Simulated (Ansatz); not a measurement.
NbCl₄O, that is [NbOCl4]- with one electron fewer, relaxed as a doublet with UKS B3LYP-D4/def2-SVPD in Ansatz, starting from the B3LYP-D4/def2-SVPD geometry of the charge -1 singlet. Force threshold 0.02 eV/Å.

In the def2 sets Nb takes a core potential; there is no spin–orbit coupling. In the charge 0 doublet, Cl5 and Cl6 lie 2.64 Å apart (atoms count from 1), so these atoms are partly bonded to each other. The relaxation made no stability test and no search for a lower SCF solution. No other spin state of charge 0 was run.

Start:

Cartesian coordinates in Å:
```
Nb -0.0689 -0.0799 -0.0324
O -1.1265 -1.3075 -0.5296
Cl -0.2929 -0.0488 2.3728
Cl -1.4328 1.9139 -0.0410
Cl 0.8895 0.7412 -2.0923
Cl 2.0317 -1.2188 0.3225
```

| step | energy (eV) | largest force component (eV/Å) | SCF passes |
| --- | --- | --- | --- |
| 1 | -53679.7323 | 0.980 | 21 |
| 2 | -53679.7719 | 0.161 | 24 |
| 3 | -53679.7755 | 0.021 | 26 |
| 4 (rejected) | -53679.7755 | 0.007 | 19 |
| 5 | -53679.7755 | 0.007 | 20 |
| 6 | -53679.7757 | 0.120 | 29 |
| 7 | -53679.7771 | 0.210 | 29 |
| 8 | -53679.7929 | 1.797 | 34 |
| 9 | -53679.8590 | 3.199 | 39 |
| 10 | -53679.9305 | 1.581 | 33 |
| 11 | -53680.0835 | 0.762 | 31 |
| 12 | -53680.1268 | 0.204 | 30 |
| 13 | -53680.1270 | 0.245 | 25 |
| 14 (rejected) | -53680.1246 | 0.209 | 25 |
| 15 | -53680.1321 | 0.035 | 27 |
| 16 | -53680.1323 | 0.020 | 26 |

Force components are those of the run's own axes.

End:

```xyz
6

Nb   -0.269   -0.028    0.105
O    -1.259   -1.273   -0.441
Cl   -0.232   -0.206    2.410
Cl   -1.466    1.924   -0.214
Cl    1.157    0.563   -1.896
Cl    2.069   -0.980    0.037
```

By distances, no bond broke or formed. The bond that changes most is Nb1–Cl5, from 2.42 to 2.53 Å (atoms count from 1).

The force fell under the threshold at step 4, but the optimiser went on and released 0.357 eV more. No frequencies were taken in this run, so the end may be a saddle point.

Run time 66 s (4 threads of Intel Xeon on a shared host), peak host memory 0.66 GiB.
